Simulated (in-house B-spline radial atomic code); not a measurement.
## Rh VII (Rh6+): [Ar] 3d10 4s2 (4p1/2)1 (4p3/2)4 4d4 (with a hole in an inner shell)

All numbers are computed (Dirac-Hartree-Fock, average of the jj configuration; Fermi nucleus of rms radius 4.4945 fm) with a radial B-spline atomic code at the basis-set limit, not measured.

Effective charges: Z_r = [3n² - l(l+1)]/(2<r>) from the radius, Z_e = n√(-2ε) from the energy, and Slater's rules. Values are occupation-weighted means over j. An effective charge above Z reflects the relativistic contraction of the inner shells.

```csv
shell,electrons,ε (eV),<r> (bohr),Z_r,Z_e,Slater
1s,2,-23459,0.03262,45.99,41.52,44.70
2s,2,-3567.1,0.1413,42.47,32.38,40.85
2p,6,-3202.5,0.1236,40.45,30.68,40.85
3s,2,-752.7,0.3877,34.82,22.31,33.75
3p,6,-629.18,0.3879,32.23,20.40,33.75
3d,10,-431.28,0.3686,28.49,16.89,23.85
4s,2,-190.28,0.9527,25.19,14.96,17.60
4p,5,-151.66,1.027,22.40,13.35,17.60
4d,4,-97.018,1.208,17.38,10.68,8.95
```

The least bound orbital is 4d3/2 at -96.33 eV, and it is also the most diffuse (<r> = 1.209 bohr).

For the 1s electron the small component carries 2.71 % of the norm, the zero-frequency Breit interaction raises the level by 48.25 eV, self-energy by 26.75 eV, and vacuum polarisation lowers it by 3.249 eV.
